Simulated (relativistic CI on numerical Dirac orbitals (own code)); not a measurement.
Hyperfine structure of Si, mass number 29

Calculated at this level of theory: Dirac-Coulomb-Breit CI, KLI orbitals optimised for each configuration, model QED, valence Slater integrals scaled by 0.85, P86 correlation energy added to each configuration (own radial code, finite nucleus).

Configuration list (outside the closed core [Ne]): 3s2.3p2, 3s.3p3, 3s2.3p.4s, 3s2.3p.4p, 3s2.3p.5s, 3s2.3p.4d, 3s2.3p.5p, 3s2.3p.3d, 3s2.3d2, 3p4, 3s2.4s2, 3s2.3p.4f, 3s2.3p.5d, 3s2.3p.5f, 3s2.3p.5g, 3s2.4s.4p. Levels of other configurations are missing.

Nuclear spin I = 1/2, μ = -0.55505 μN (tables of Stone and Pyykkö). The electronic factors are computed for point nuclear moments, without core polarisation; leaving it out makes A of s and p electrons in near-neutral atoms 20 to 40 % too small, and it can dominate for d and f shells.

| Level | E (eV) | A (MHz) |
| --- | --- | --- |
| 3s2.3p2 3P_1 | 0.0090 | 2.975 |
| 3s2.3p2 3P_2 | 0.0259 | -144 |
| 3s2.3p2 1D_2 | 0.9102 | -231.3 |
| 3s.3p3 5S°_2 | 3.6579 | -1014 |
| 3s2.3p.4s 3P°_1 | 5.2738 | -435.1 |
| 3s2.3p.4s 3P°_2 | 5.2984 | -210.2 |
| 3s2.3p.4s 1P°_1 | 5.4402 | -247.7 |
| 3s.3p3 3D°_1 | 5.8643 | 462.7 |

Levels with J = 0, under 50 % of one LS term, or S terms without an open s electron are left out. Small factors come from cancelling terms and can be off by tens of per cent or more.

For a near-neutral ion this model can misplace configurations by up to about 10,000 cm⁻¹ (more where the count of f electrons changes) and terms by 10 to 25 % of their spread. Rates follow the energies as ν³ (E1, M1) or ν⁵ (E2), so they and the lifetimes can be off by large factors. The fine structure of a lone outer electron comes out too small, for d and f at times inverted, and misplaced configurations move strength between like terms. 38 of the 48 excited levels that our extract of the measured tables holds in this range could be paired (the sources list more); they are missed by 2781 cm⁻¹ on average and 3730 at most, and levels without a partner can miss by more.

Task: Give the hyperfine levels of 3s2.3p2 3P_2 relative to its centre of gravity.

Result: With K = F(F + 1) − I(I + 1) − J(J + 1), E = AK/2: F = 3/2: 216, F = 5/2: -144 MHz.

LS names give the leading component of a level, which can be under half, so a name can repeat, a term be missing and a line seem to break the LS rules.
